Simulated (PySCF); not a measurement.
O2S, triplet, geometry from GFN2-xTB (a higher spin typed on purpose: for a closed-shell molecule this is an excited state); PySCF with CASSCF(10,9)/def2-SVP.

Input for PySCF:
```python
from pyscf import gto, scf, mcscf
import numpy

mol = gto.Mole()
mol.atom = '''
    O    -1.271535    0.423255   -0.005644
    S    -0.014197   -0.373744    0.018905
    O     1.299930    0.324234   -0.032166
'''
mol.basis = 'def2-svp'
mol.charge = 0
mol.spin = 2
mol.verbose = 4
mol.build()

mf = scf.ROHF(mol)
mf.kernel()
mc = mcscf.CASSCF(mf, 9, 10)
mc.fix_spin_(ss=2.0)
mc.kernel()
occ = numpy.linalg.eigvalsh(mc.fcisolver.make_rdm1(mc.ci, mc.ncas, mc.nelecas))[::-1]
ss = mc.fcisolver.spin_square(mc.ci, mc.ncas, mc.nelecas)[0]
print('natural occupations', occ.round(4), ' <S^2>', round(ss, 4))
```

Task: What does PySCF print? Leave out banner, timings and long lists.

Result: 
```
PySCF version 2.14.0

[INPUT] verbose = 4
[INPUT] num. atoms = 3
[INPUT] num. electrons = 32
[INPUT] charge = 0
[INPUT] spin (= nelec alpha-beta = 2S) = 2
[INPUT] symmetry False subgroup None
[INPUT] Mole.unit = angstrom
[INPUT] Symbol           X                Y                Z      unit          X                Y                Z       unit  Magmom
[...]
nuclear repulsion = 104.148523122803
number of shells = 20
number of NR pGTOs = 84
number of NR cGTOs = 46
basis = def2-svp
ecp = {}

******** <class 'pyscf.scf.rohf.ROHF'> ********
method = ROHF
initial guess = minao
damping factor = 0
level_shift factor = 0
DIIS = <class 'pyscf.scf.diis.CDIIS'>
diis_start_cycle = 1
diis_space = 8
diis_damp = 0
SCF conv_tol = 1e-09
SCF conv_tol_grad = None
SCF max_cycles = 50
direct_scf = True
direct_scf_tol = 1e-13
num. doubly occ = 15  num. singly occ = 2
Set gradient conv threshold to 3.16228e-05
init E= -547.332499419111
[...]
cycle= 1 E= -546.706721798944  delta_E= 0.626  |g|= 0.656  |ddm|= 1.77
[...]
cycle= 2 E= -546.730860928911  delta_E= -0.0241  |g|= 0.579  |ddm|= 0.778
[...]
cycle= 3 E= -546.814704102394  delta_E= -0.0838  |g|= 0.0686  |ddm|= 0.374
[...]
cycle= 4 E= -546.816127864487  delta_E= -0.00142  |g|= 0.0193  |ddm|= 0.0458
[...]
cycle= 5 E= -546.816432288667  delta_E= -0.000304  |g|= 0.00607  |ddm|= 0.0292
[...]
cycle= 6 E= -546.816471920903  delta_E= -3.96e-05  |g|= 0.00123  |ddm|= 0.0122
[...]
cycle= 7 E= -546.816473881746  delta_E= -1.96e-06  |g|= 0.000303  |ddm|= 0.00281
[...]
cycle= 8 E= -546.816473993308  delta_E= -1.12e-07  |g|= 8.05e-05  |ddm|= 0.000641
[...]
cycle= 9 E= -546.81647400315  delta_E= -9.84e-09  |g|= 4.27e-05  |ddm|= 0.000177
[...]
cycle= 10 E= -546.816474004765  delta_E= -1.62e-09  |g|= 3.5e-05  |ddm|= 6.44e-05
[...]
cycle= 11 E= -546.816474005842  delta_E= -1.08e-09  |g|= 1.02e-05  |ddm|= 5.62e-05
[...]
cycle= 12 E= -546.816474006182  delta_E= -3.4e-10  |g|= 5.93e-06  |ddm|= 4.58e-05
[...]
Extra cycle  E= -546.816474006202  delta_E= -2.07e-11  |g|= 3.31e-06  |ddm|= 7.68e-06
converged SCF energy = -546.816474006202

******** <class 'pyscf.mcscf.mc1step.CASSCF'> ********
CAS (6e+4e, 9o), ncore = 11, nvir = 26
max_cycle_macro = 50
max_cycle_micro = 4
conv_tol = 1e-07
conv_tol_grad = None
orbital rotation max_stepsize = 0.02
orbital rotation threshold for CI restart = 0.01
augmented hessian ah_max_cycle = 30
augmented hessian ah_conv_tol = 1e-12
augmented hessian ah_linear dependence = 1e-14
[...]
CASCI E = -546.873561531636  S^2 = 2.0000000
[...]
               |grad[o]|=0.00098  |grad[c]|=0.00119  |ddm|=0.00502  |maxRot[o]|=0.00645
macro iter  41 ( 19 JK    4 micro), CASSCF E = -546.951371268971  dE = -4.84744044e-06  S^2 = 2.0000000
               |grad[o]|=0.000625  |grad[c]|=0.00136  |ddm|=0.00361  |maxRot[o]|=0.00456
macro iter  42 ( 18 JK    4 micro), CASSCF E = -546.951373255094  dE = -1.98612383e-06  S^2 = 2.0000000
               |grad[o]|=0.000558  |grad[c]|=0.00149  |ddm|=0.00275  |maxRot[o]|=0.00355
macro iter  43 ( 15 JK    4 micro), CASSCF E = -546.951377346647  dE = -4.09155302e-06  S^2 = 2.0000000
               |grad[o]|=0.000514  |grad[c]|=0.00182  |ddm|=0.00188  |maxRot[o]|=0.00475
macro iter  44 ( 18 JK    4 micro), CASSCF E = -546.951378014851  dE = -6.68203825e-07  S^2 = 2.0000000
               |grad[o]|=0.000404  |grad[c]|=0.00134  |ddm|=0.00176  |maxRot[o]|=0.00236
macro iter  45 ( 18 JK    4 micro), CASSCF E = -546.951377428492  dE =  5.86359192e-07  S^2 = 2.0000000
               |grad[o]|=0.000438  |grad[c]|=0.00148  |ddm|=0.00152  |maxRot[o]|=0.00219
macro iter  46 ( 15 JK    4 micro), CASSCF E = -546.951377886094  dE = -4.57601914e-07  S^2 = 2.0000000
               |grad[o]|=0.00044  |grad[c]|=0.00156  |ddm|=0.00096  |maxRot[o]|=0.00137
macro iter  47 ( 15 JK    4 micro), CASSCF E = -546.951382705459  dE = -4.81936502e-06  S^2 = 2.0000000
               |grad[o]|=0.000413  |grad[c]|=0.00155  |ddm|=0.000807  |maxRot[o]|=0.0083
macro iter  48 ( 18 JK    4 micro), CASSCF E = -546.951383825605  dE = -1.12014629e-06  S^2 = 2.0000000
               |grad[o]|=0.00025  |grad[c]|=0.000798  |ddm|=0.000919  |maxRot[o]|=0.00327
macro iter  49 ( 18 JK    4 micro), CASSCF E = -546.951385080110  dE = -1.25450424e-06  S^2 = 2.0000000
               |grad[o]|=0.000265  |grad[c]|=0.000662  |ddm|=0.00078  |maxRot[o]|=0.00333
macro iter  50 ( 16 JK    3 micro), CASSCF E = -546.951386833947  dE = -1.75383786e-06  S^2 = 2.0000000
               |grad[o]|=0.000217  |grad[c]|=0.000393  |ddm|=0.000741  |maxRot[o]|=0.00608
1-step CASSCF not converged,  50 macro (794 JK 175 micro) steps
CASSCF canonicalization
Density matrix diagonal elements [1.97287468 1.92457569 1.93281581 1.66789657 1.34244437 1.05212054
 0.04241908 0.04324691 0.02160633]
CASSCF energy = -546.951386833947
CASCI E = -546.951386833947  E(CI) = -24.7237151703690  S^2 = 2.0000000
natural occupations [1.9952 1.9709 1.9686 1.9651 1.0128 1.0026 0.0368 0.0318 0.0163]  <S^2> 2.0
```

The run did not converge; its last values are not results.
